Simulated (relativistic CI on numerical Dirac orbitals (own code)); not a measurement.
**What each ingredient does to the levels of Tl⁷⁹⁺**

Base calculation: Dirac-Coulomb-Breit CI, KLI orbitals optimised for each configuration, a model potential for QED, unscaled Slater integrals.

Configurations in the expansion: 1s2, 1s 2s, 1s 2p, 1s 3s, 1s 3p, 1s 3d, 1s 4s, 1s 4p, 1s 4d, 1s 4f, 1s 5s, 1s 5p, 1s 5d, 1s 5f, 1s 5g, 1s 6s, 1s 6p, 1s 6d, 2s2. Levels of other configurations are missing.

Variants: (1) QED terms removed; (2) Breit term removed. Shifts of the energy above 1s2 1S_0, in eV, for the lowest level and the first level of each name with at least 55 % of one term (blank where a level changes its place among those of its configuration and J or its character, or is not in the variant):

| Level | Base | Δ(1) | Δ(2) |
| --- | --- | --- | --- |
| 1s2 1S_0 | 0.0 | 0.0 | 0.0 |
| 1s 2s 3S_1 | 71972.6 | +135.9 | +214.6 |
| 1s 2p 3P°_1 | 72102.2 | +162.0 | +212.3 |
| 1s 2s 1S_0 | 72159.0 | +135.8 | +168.9 |
| 1s 2p 3P°_0 | 72163.4 | +162.1 | +125.9 |
| 1s 2p 3P°_2 | 74488.1 | +160.5 | +209.7 |
| 1s 2p 1P°_1 | 74543.8 | +160.5 | +198.7 |
| 1s 3s 3S_1 | 86058.6 | +157.5 | +214.4 |
| 1s 3p 3P°_1 | 86092.6 | +165.2 | +213.7 |
| 1s 3s 1S_0 | 86108.2 | +157.3 | +201.4 |
| 1s 3p 3P°_0 | 86108.5 | +165.2 | +191.4 |
| 1s 3p 3P°_2 | 86803.6 | +164.7 | +213.2 |
| 1s 3d 3D_2 | 86813.1 | +166.3 | +216.3 |
| 1s 3d 3D_1 | 86818.7 | +166.3 | +210.4 |
| 1s 3p 1P°_1 | 86820.6 | +164.7 | +209.4 |
| 1s 3d 3D_3 | 87008.7 | +165.9 | +215.6 |
| 1s 3d 1D_2 | 87012.5 | +165.9 | +212.3 |
| 1s 4s 3S_1 | 90868.8 | +162.6 | +214.4 |
| 1s 4p 3P°_1 | 90882.4 | +165.8 | +214.1 |
| 1s 4p 3P°_0 | 90888.7 | +165.8 | +205.2 |
| 1s 4s 1S_0 | 90888.7 | +162.5 | +209.0 |
| 1s 4p 3P°_2 | 91179.6 | +165.6 | +213.9 |

At this charge energies of transitions that change n are usually good to better than 1 %, and those within a shell (Δn = 0) to a few per cent.

Ionisation energy from the two ground configurations alone: base 96778 eV; QED terms removed 96944.8 eV; Breit term removed 96992.8 eV. The NIST ASD value (theoretical) is 96783.2 eV.

LS names give the leading component of a level, which can be under half, so a name can repeat, a term be missing and a line seem to break the LS rules.
